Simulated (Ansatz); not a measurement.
`O[CH]([SiH3])[GeH3]` + H₂Te → `OC([SiH3])[TeH]` + GeH₄  (substitution at a C–Ge bond)

Program: Ansatz. Geometries: PBE0-D4/def2-TZVP. ΔE: electronic, gas phase. CCSD(T)/CBS adds triple-zeta CCSD(T) − MP2 to the extrapolated MP2 energy (def2 sets, frozen cores). Functionals use def2-TZVPP. Elements past krypton have def2 core potentials. For Ge, Te outer-core shells are correlated without core-valence functions, which leaves a few kJ/mol of doubt a bond. Scalar relativity is left out up to krypton. Each species was taken in one conformer, which may not be the lowest.

```csv
level,ΔE (kJ/mol)
PBE0-D4,2.3
ωB97X-V,7.5
r2SCAN,0.8
SCS-MP2/def2-QZVPP,0.1
```

Problem. What does CCSD(T)/CBS give? (Best estimate.)

Solution. Ansatz gave: +1.5 kJ/mol. The listed levels differ from it by 0.8, 6.0, -0.7, -1.4 kJ/mol.

Largest T1 diagnostic among the species: 0.012.

From PBE to PBE0 (25 % exact exchange), in def2-TZVPP and without D4, ΔE moves by +4.6 kJ/mol. In def2-TZVPP, CCSD(T) changes the Hartree–Fock value by −4.7 kJ/mol (the triples alone add −3.1 kJ/mol) and MP2 by −9.7 kJ/mol.
